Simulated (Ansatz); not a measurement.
`OC(=S)[SeH]` at its PBE0-D4/def2-TZVP geometry, where that method's forces vanish. Total charge 0; spin multiplicity 1.

```xyz
6

O     0.1973    1.0152   -0.2803
C     0.2588   -0.1705    0.3160
S     1.3183   -0.5770    1.4770
Se   -1.0382   -1.3809   -0.3278
H     0.8960    1.5615    0.1147
H    -1.6322   -0.4482   -1.2996
```

Q: What forces (eV/Å) does r2SCAN-D4/def2-TZVPP give on these atoms in Ansatz 0.2.0? (Estimate.)

A: Computed: 
```
O1  -0.111  0.344 -0.259
C2   0.028 -0.221  0.127
S3   0.159 -0.072  0.179
Se4 -0.099 -0.060 -0.064
H5   0.042  0.015  0.032
H6  -0.018 -0.006 -0.014
```
